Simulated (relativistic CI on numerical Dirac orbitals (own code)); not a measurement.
## Charge states of gallium

Computed by Dirac-Coulomb-Breit CI, KLI orbitals optimised for each configuration, QED by a radiative potential, valence Slater integrals scaled by 0.9 (own radial code, finite nucleus).

Each species is treated in one configuration, given outside its closed core. Radial values are for the open shell of highest l, unscaled and averaged over j; ζ includes the Breit term. Labels give the leading LS character, summed over repeated terms.

```tsv
Ion	Configuration	Its lowest level	LS weight (%)	ζ (cm⁻¹)	Next level	E (cm⁻¹)	⟨r⟩ (bohr)	⟨r²⟩ (bohr²)
Ga	3d10.4s2.4p	2P°_1/2	100	517.5	2P°_3/2	778.03	3.481	14.46
Ga⁺	3d10.4s2	1S_0	100					
Ga²⁺	3d10.4s	2S_1/2	100				2.093	5.001
Ga³⁺	3d10	1S_0	100					
Ga⁴⁺	3d9	2D_5/2	100	1406	2D_3/2	3513.9	0.7381	0.6785
Ga⁵⁺	3d8	3F_4	100	1519	3F_3	3142.1	0.7044	0.61
Ga⁶⁺	3d7	4F_9/2	99	1638	4F_7/2	2720.5	0.6754	0.555
Ga⁷⁺	3d6	5D_4	99	1763	5D_3	1989.5	0.6499	0.5096
Ga⁸⁺	3d5	6S_5/2	100	1893	4G_11/2	53665	0.6271	0.4712
Ga⁹⁺	3d4	5D_0	99	2030	5D_1	653.65	0.6065	0.4382
Ga¹⁰⁺	3d3	4F_3/2	99	2173	4F_5/2	2014.9	0.5878	0.4095
Ga¹¹⁺	3d2	3F_2	99	2324	3F_3	3903.3	0.5705	0.3842
Ga¹²⁺	3d	2D_3/2	100	2481	2D_5/2	6224.8	0.5546	0.3616
Ga¹³⁺	3s2.3p6	1S_0	100					
Ga¹⁴⁺	3s2.3p5	2P°_3/2	100	27340	2P°_1/2	41093	0.5685	0.3726
Ga¹⁵⁺	3s2.3p4	3P_2	90	28340	3P_0	30759	0.56	0.3613
Ga¹⁶⁺	3s2.3p3	4S°_3/2	89	29370	2D°_3/2	53476	0.5518	0.3506
Ga¹⁷⁺	3s2.3p2	3P_0	92	30410	3P_1	28224	0.5439	0.3405
Ga¹⁸⁺	3s2.3p	2P°_1/2	100	31460	2P°_3/2	47302	0.5362	0.331
Ga¹⁹⁺	3s2	1S_0	100					
Ga²⁰⁺	3s	2S_1/2	100				0.5341	0.324
Ga²¹⁺	2s2.2p6	1S_0	100					
Ga²²⁺	2s2.2p5	2P°_3/2	100	151700	2P°_1/2	228160	0.1834	0.04088
Ga²³⁺	2s2.2p4	3P_2	83	157100	3P_0	122520	0.1807	0.03959
```

With one configuration, terms of near-neutral atoms and ions can be 10 to 25 % off, and close levels can change places.

At low charge ζ of a weakly bound d or f electron comes out too small.
